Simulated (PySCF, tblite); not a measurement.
`C#C[C@@H]1C(=O)C[C@@H](C#C)C1=O`. The geometry is computed with GFN2-xTB (gas phase).

```
atom  x, y, z in Å
C1    -2.0953   -2.4781    0.9114
C2    -1.6817   -1.3586    0.8219
C3    -1.1350   -0.0222    0.6707
C4    -1.1100    0.3019   -0.8199
O5    -2.0115    0.7690   -1.4519
C6     0.2552   -0.0914   -1.3376
C7     1.2030    0.0376   -0.1413
C8     1.8571    1.3345   -0.1201
C9     2.3596    2.4199   -0.1018
C10    0.3245   -0.0462    1.1106
O11    0.7176   -0.1092    2.2370
H12   -2.4867   -3.4454    1.0169
H13   -1.7340    0.6824    1.2541
H14    0.1917   -1.1294   -1.6748
H15    0.5482    0.5277   -2.1854
H16    1.9695   -0.7424   -0.1093
H17    2.8208    3.3619   -0.0904
```

**Question.** Which two atoms are farthest apart?

**Answer.** H12···H17, 8.70 Å; the next longest distance is 7.70 Å.

**Question.** How far apart are these pairs, which share no bond: C3···C7, C4···C7, O5···H14, C7···H12, C10···H14, O11···H17, H12···H15?

**Answer.** C3···C7 2.476 Å (2 bonds apart); C4···C7 2.425 Å (2 bonds apart); O5···H14 2.917 Å (3 bonds apart); C7···H12 5.204 Å (5 bonds apart); C10···H14 2.992 Å (3 bonds apart); O11···H17 4.679 Å (5 bonds apart); H12···H15 5.937 Å (6 bonds apart).

**Question.** What are the angles C1–C2–C3, C7–C6–H15, C4–C6–H14, H14–C6–H15, C4–C6–C7, C6–C7–C8, C10–C7–H16, C6–C7–H16?

**Answer.** From the scalar product of the two bond vectors; for C1–C2–C3 it is -1.7357 Å² over 1.1968 × 1.4518 Å², cos θ = -0.998978. C1–C2–C3 177.4°; C7–C6–H15 113.2°; C4–C6–H14 107.5°; H14–C6–H15 108.4°; C4–C6–C7 105.6°; C6–C7–C8 111.4°; C10–C7–H16 109.8°; C6–C7–H16 113.3°.

**Question.** Give the dihedral angles H15–C6–C7–H16, H13–C3–C10–C7, C10–C3–C4–C6, C3–C4–C6–H15, H16–C7–C10–C3, C3–C4–C6–C7.

**Answer.** H15–C6–C7–H16 -96° (anticlinal); H13–C3–C10–C7 -133° (anticlinal); C10–C3–C4–C6 23° (synperiplanar); C3–C4–C6–H15 -151° (antiperiplanar); H16–C7–C10–C3 -131° (anticlinal); C3–C4–C6–C7 -28° (synperiplanar). Dihedral signs follow IUPAC: positive where, seen along the central bond, the front bond turns clockwise onto the rear one.

**Question.** Where is the centre of mass (commonest isotopes), and what is the radius of gyration?

**Answer.** Mass 146.037 u; centre at (-0.135, 0.075, 0.155) Å; Rg = √(Σ m r²/M) = 2.264 Å. As Ia + Ib + Ic = 2 Σ m r², the three principal moments sum to 1497.4 u·Å².

Its GFN2-xTB frequencies are all real (lowest 22 cm⁻¹). The numbers are those of one conformer. 3 starts were optimised and ended at 0.00, 0.12 and 0.12 kcal/mol (GFN2-xTB); the lowest of these is shown.
